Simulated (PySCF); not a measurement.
**How methods differ on the ionisation energy of Ga²⁺**

Ga²⁺ [Ar] 3d10 4s1 (2S) → Ga³⁺ [Ar] 3d10 (1S), as a difference of total energies. Computed with PySCF 2.14 in aug-cc-pVQZ-PP with one added diffuse shell each of s, p, d, f, g type with ECP10MDF (8s7p6d4f3g, 114 functions), with a scalar-relativistic core potential. The calculations carry no spin-orbit coupling.

Q: Order these methods by the ionisation energy they give, lowest first.
A. PBE
B. B3LYP
C. LDA
D. PBE0

A: D (31.102 eV), A (31.470 eV), B (31.562 eV), C (31.855 eV).

For comparison: 30.726 eV (measured; NIST Atomic Spectra Database, ionization energies).
